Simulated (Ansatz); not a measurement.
C2H2FSn, SMILES `C#[C][SnH][F]` radical. Charge 0, multiplicity 2. Sn takes the def2 core potential.

Cartesian coordinates in Å:
```
C 0.0162 1.3651 -1.3065
C -0.1065 0.5032 -0.4683
Sn -0.5670 -0.9048 0.9951
F 0.7329 -0.5768 2.3794
H 0.1542 2.1196 -2.0477
H -0.2299 -2.5063 0.4480
```

**Question.** List the harmonic frequencies (cm⁻¹, unscaled) at PBE0-D4/def2-TZVP in Ansatz. (Best estimate.)

**Answer.** Computed: 103, 176, 251, 447, 516, 529, 606, 718, 731, 1825, 2122, 3458.

**Question.** Is this a minimum?

**Answer.** Yes, all 12 modes are real.

**Question.** Give the ideal-gas thermochemistry at 298.15 K and 1 bar (rigid rotor, harmonic oscillator; point group C1, symmetry number 1).

**Answer.** Zero-point energy 68.7 kJ/mol; H(298) − E = 86.1 kJ/mol; entropy 332.1 J/(mol·K), of which translation 172.4, rotation 109.9, vibration 44.0, electronic 5.8; G(298) − E = -12.9 kJ/mol.
